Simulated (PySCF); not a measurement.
A structure optimised at PBE0-D3(BJ)/def2-SVP, used in a PySCF frequency run:

```
Ti
O 1 1.7138
H 2 0.9698 1 155.31
O 1 1.7138 2 113.96 3 125.23
H 4 0.9698 1 155.31 2 -7.90
O 1 1.7138 2 113.96 3 -7.90
H 6 0.9698 1 155.31 2 125.23
```
Charge +1, spin multiplicity 1.

Question: Write its SMILES, formula and point group.

Answer: [OH][Ti+]([OH])[OH], H3O3Ti, C3

Question: What are its rotational constants (standard atomic weights)?

Answer: 6.2392, 6.2392, 3.3515 GHz
